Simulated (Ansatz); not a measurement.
C₂H₄O₂, charge +1, doublet, at a GFN2-xTB geometry (a state made from the parent by changing its charge; the spin is typed, not shown lowest); R2SCAN/STO-3G in Ansatz (a program for electronic structure).

Here is a job for Ansatz.
Ansatz 0.2 input:
```yaml
crystal:
  periodic: [false, false, false]
  atoms:
    - {symbol: C, position_ang: [-1.42721550, -0.34477446, -0.06284575]}
    - {symbol: O, position_ang: [-0.10832509, -0.80332889, 0.05979256]}
    - {symbol: C, position_ang: [0.88366296, 0.03530489, -0.04001311]}
    - {symbol: O, position_ang: [0.96130834, 1.20784457, 0.09580546]}
    - {symbol: H, position_ang: [-1.80525534, -0.41698392, -1.09967017]}
    - {symbol: H, position_ang: [-2.03450360, -1.08161068, 0.49162085]}
    - {symbol: H, position_ang: [-1.53507051, 0.69186288, 0.28101196]}
    - {symbol: H, position_ang: [1.81227857, -0.57257630, -0.30059372]}
basis:
  gaussian:
    orbitals: STO-3G
hamiltonian:
  xc: r2scan
total_charge: 1
magnetization: {spin_polarized: true, initial_magnetization: 1}
```

The log (banner, timings and long lists left out):

```
Functional definition: r2SCAN
342 factors; integrals over basis functions are off by at most 2.6e-5 eV
mean field evaluation 1: about -6137.3326 eV, gradient 1.6e1 eV
mean field evaluation 2: about -6134.9678 eV, gradient 2.7e1 eV
mean field evaluation 4: about -6138.8171 eV, gradient 4.5e0 eV
mean field evaluation 8: about -6138.8449 eV, gradient 5.2e-2 eV
mean field evaluation 16: about -6138.8449 eV, gradient 5.4e-4 eV
mean field evaluation 32: about -6138.5703 eV, gradient 4.0e0 eV
mean field -6138.84492443 eV, -225.5983899141 hartree, gradient 1.5e-5 eV, S^2 0.758283; 3 other end points of the search recorded, 0 dependent functions left out
reference -6138.84492967 eV, -225.5983901069 hartree; 16, 15 occupied and 8, 9 virtual orbitals, 342 factors
Total energy: -6138.84492967 eV, -225.5983901069 hartree
```
